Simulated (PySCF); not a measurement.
**Multinuclear NMR of C6H10N2**

Numbering as in the mapped SMILES `[CH2:1]=[CH:2]/[C:3]([CH2:4][CH3:5])=[N:6]\[N:7]=[CH2:8]`; H(Xn) means a hydrogen on atom n. Ha(C1) is cis to C3; Ha(C8) is cis to N6; Hb(C1) is trans to C3; Hb(C8) is trans to N6.

[PySCF 2.14.0 with density-fitted response routines: σ from GIAO-PBE0/pcSseg-1; coordinates at the GFN2-xTB level; averaged over atoms made equivalent by symmetry, fast rotation or ring inversion; one conformer; in vacuum; no relativistic terms]

Predict the ¹⁵N NMR data.

Answers


```json
{"atoms": "N7", "environment": "imine nitrogen", "σ (ppm)": "-139.7", "δ (ppm)": "-19.3"}
{"atoms": "N6", "environment": "imine nitrogen", "σ (ppm)": "-105.9", "δ (ppm)": "-50.5"}
```

Shieldings were converted by a linear fit to measured shifts: ¹⁵N: δ = -148.07 − 0.921σ (rms 6.3 ppm, 71 shifts vs CH3NO2, solution or neat liquid). A few per cent of atoms miss by over 2 rms, more outside the fitted compound classes.

On a 300 MHz spectrometer ¹⁵N resonates near 30.4 MHz, so 1 ppm is 30.4 Hz.
